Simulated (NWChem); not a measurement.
System: CH3OS, doublet; SMILES C[S]=O

The following NWChem deck was run.

```
start job
memory heap 200 mb stack 900 mb global 1100 mb
geometry units angstroms noautosym nocenter noautoz
  C      0.339292     1.400087     0.000000
  S     -0.517496    -0.217034     0.000000
  O      0.580186    -1.286042     0.000000
  H      0.962827     1.486335     0.894279
  H     -0.423725     2.185369     0.000000
  H      0.962827     1.486335    -0.894279
end
basis spherical
  * library def2-svp
end
dft
  odft
  mult 2
  xc m05-2x
  iterations 150
end
cosmo
  dielec 2.0
end
task dft energy
```

In the optimisation the excess spin sits in a" (Cs, its own frame). All runs use the structure optimised with B3LYP/6-31G* (spherical d), spin-unrestricted. No stability test was run on the SCF state.

Level: M05-2X/def2-SVP with COSMO at NWChem's default radii, gas-phase geometry; the question gives the dielectric constant. Reactions with the solvent are ignored.

What results follow from this input? (M05-2X/def2-SVP, spin-unrestricted, COSMO on the gas-phase geometry.) Quantities: electrostatic solvation energy (kcal/mol); dipole in solution (D).


- electrostatic solvation energy (kcal/mol) = -2.6
- dipole in solution (D) = 3.68
